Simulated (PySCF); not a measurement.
CH₉AlSi₂, SMILES [CH3][Al]([SiH3])[SiH3].

Geometry optimised at ωB97X-D3(BJ)/def2-SVP. The structure was generated by enumeration; whether it is a known compound was not checked.

Computed with IEF-PCM-ωB97X/def2-SVP in PySCF.

The values are the electrostatic part of the solvation free energy, E(continuum) − E(gas) at the gas-phase geometry, in a cavity of scaled van der Waals radii (PySCF's table); cavitation and dispersion terms are not included. A continuum can't describe solvent molecules that bind to the metal. In vacuum the orbital gap is 9.13 eV. The dipole moment in vacuum is 1.40 D.

Computed values in water (ε = 78.36), 2-propanol (ε = 19.26), chloroform (ε = 4.71):
```tsv
solvent	ε	ΔG(elec) (kcal/mol)	dipole (D)	gap (eV)
water	78.36	-4.1	1.90	9.52
2-propanol	19.26	-3.8	1.87	9.49
chloroform	4.71	-2.8	1.74	9.39
```
